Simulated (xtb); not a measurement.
F4MoO, quintet, geometry from GFN2-xTB of the parent state (such geometries of metal compounds can be far from the true shape) (another spin typed on purpose, not shown lowest); GFN2-xTB in xtb.

xtb was given this input:
```
$ xtb mol.xyz --gfn 2 --chrg 0 --uhf 4 --json

# file mol.xyz
6

Mo     0.06147091    -0.03387881     0.05793728
O      1.14984763    -0.63372208     1.08374922
F     -1.12609422     0.62063073    -1.06136126
F      0.00314904     1.59071839     0.78506936
F      1.03705102    -0.28749738    -1.41017703
F     -1.22305687    -1.20244210     0.45276230
```

It wrote (shortened):

```
   ID    Z sym.   atoms
    1   42 Mo     1
    2    8 O      2
    3    9 F      3-6

           -------------------------------------------------
          |                Calculation Setup                |
           -------------------------------------------------

           -------------------------------------------------
          |                 G F N 2 - x T B                 |
           -------------------------------------------------

          ...................................................
          :                      SETUP                      :
          :.................................................:
          :  # basis functions                  30          :
          :  # atomic orbitals                  29          :
          :  # shells                           13          :
          :  # electrons                        40          :
          :  max. iterations                   250          :
          :  Hamiltonian                  GFN2-xTB          :
          :  restarted?                      false          :
          :  GBSA solvation                  false          :
          :  PC potential                    false          :
          :  electronic temp.          300.0000000     K    :
          :  accuracy                    1.0000000          :
          :  -> integral cutoff          0.2500000E+02      :
          :  -> integral neglect         0.1000000E-07      :
          :  -> SCF convergence          0.1000000E-05 Eh   :
          :  -> wf. convergence          0.1000000E-03 e    :
          :  Broyden damping             0.4000000          :
          :  net charge                          0          :
          :  unpaired electrons                  4          :
          ...................................................

 iter      E             dE          RMSdq      gap      omega  full diag
   1    -24.5009069 -0.245009E+02  0.863E+00    1.42       0.0  T
   2    -23.9494018  0.551505E+00  0.109E+01    0.84       1.0  T
   3    -24.6886194 -0.739218E+00  0.604E+00    1.18       1.0  T
   4    -24.7459509 -0.573315E-01  0.447E+00    1.25       1.0  T
   5    -24.5195685  0.226382E+00  0.584E+00    1.10       1.0  T
   6    -24.7457324 -0.226164E+00  0.396E+00    1.27       1.0  T
   7    -24.7844966 -0.387642E-01  0.322E+00    1.26       1.0  T
   8    -24.8448211 -0.603244E-01  0.285E+00    1.20       1.0  T
   9    -24.8483383 -0.351722E-02  0.270E+00    1.19       1.0  T
[...]
         :: total energy             -24.831187999262 Eh    ::
[...]
      -------------------------------------------------------------
                  HL-Gap            0.0435878 Eh            1.1861 eV
             Fermi-level           -0.4266834 Eh          -11.6106 eV

     #   Z          covCN         q      C6AA      α(0)
     1  42 Mo       3.749     0.988   337.082    40.864
     2   8 O        0.804    -0.250    18.929     5.832
     3   9 F        0.736    -0.186    11.102     3.935
     4   9 F        0.736    -0.184    11.076     3.930
     5   9 F        0.736    -0.184    11.076     3.930
     6   9 F        0.736    -0.184    11.076     3.930

 Mol. C6AA /au·bohr⁶  :       1232.037460
 Mol. C8AA /au·bohr⁸  :      70836.181740
 Mol. α(0) /au        :         62.422717

Wiberg/Mayer (AO) data.
largest (>0.10) Wiberg bond orders for each atom

 ---------------------------------------------------------------------------
     #   Z sym  total        # sym  WBO       # sym  WBO       # sym  WBO
 ---------------------------------------------------------------------------
     1  42 Mo   4.797 --     2 O    1.414     4 F    0.880     5 F    0.880
                             6 F    0.880     3 F    0.743
     2   8 O    1.882 --     1 Mo   1.414     3 F    0.219
     3   9 F    1.089 --     1 Mo   0.743     2 O    0.219
     4   9 F    1.087 --     1 Mo   0.880
     5   9 F    1.087 --     1 Mo   0.880
     6   9 F    1.087 --     1 Mo   0.880
 ---------------------------------------------------------------------------

Topologies differ in total number of bonds
Writing topology from bond orders to xtbtopo.mol

molecular dipole:
                 x           y           z       tot (Debye)
 q only:        0.031      -0.017       0.029
   full:        0.314      -0.173       0.296       1.181
molecular quadrupole (traceless):
                xx          xy          yy          xz          yz          zz
 q only:       -0.246       0.504       0.391      -0.863       0.475      -0.144
  q+dip:       -0.199       0.407       0.315      -0.696       0.384      -0.116
   full:       -0.070       0.144       0.111      -0.246       0.135      -0.041

           -------------------------------------------------
          | TOTAL ENERGY              -24.831187999262 Eh   |
          | GRADIENT NORM               0.204524385086 Eh/α |
          | HOMO-LUMO GAP               1.186085620516 eV   |
           -------------------------------------------------

normal termination of xtb
```
